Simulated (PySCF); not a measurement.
C4H4BNO, SMILES B1([C@@H](N=C1)C#C)O. The structure is a stationary point at PBE0-D3(BJ)/def2-SVP. The structure was generated by enumeration; whether it is a known compound was not checked. One conformer was computed; it need not be the lowest.

Computed equilibrium geometry at PBE0-D3(BJ)/def2-SVP (PySCF confirms it by a frequency run) as a Z-matrix (one conformer of several):
```
C
H 1 1.1021
C 1 1.4474 2 110.73
C 3 1.2127 2 152.08 1 174.29
H 4 1.0743 2 161.71 1 179.14
N 1 1.5145 2 108.73 3 129.18
C 6 1.2936 1 98.39 2 103.89
H 7 1.0972 6 122.24 1 -176.40
B 7 1.5554 8 144.64 6 166.17
O 9 1.3353 7 136.06 8 -18.16
H 10 0.9654 9 112.91 7 -162.41
```
